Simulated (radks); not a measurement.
Results of a calculation; reference values are marked as such.
Task: The mean radii <r> (bohr) of the occupied orbitals of an atom or ion are listed with their occupations. Code: a radial shooting solver on a logarithmic mesh with Libxc functionals. Model: non-relativistic Kohn-Sham, PBE, spin-polarised, spherical densities, point nucleus.

| orbital | occ. | <r> |
|---|---|---|
| 1s up | 1 | 0.02019 |
| 1s down | 1 | 0.02019 |
| 2s up | 1 | 0.08432 |
| 2s down | 1 | 0.08431 |
| 2p up | 3 | 0.07128 |
| 2p down | 3 | 0.07128 |
| 3s up | 1 | 0.1998 |
| 3s down | 1 | 0.1998 |
| 3p up | 3 | 0.1886 |
| 3p down | 2 | 0.1887 |

Name the element and its charge. Open shells, if any, are filled with parallel spins first.

Result: Z = 75, rhenium, charge +58: Re58+ in [Ne] 3s2 3p5. The 1s radius gives Z: for a bare nucleus <r> = 1.5/Z, 0.02 bohr for Z = 75, and screening makes it slightly larger (0.02019 here). The occupations add up to 17, and the charge is Z minus that.
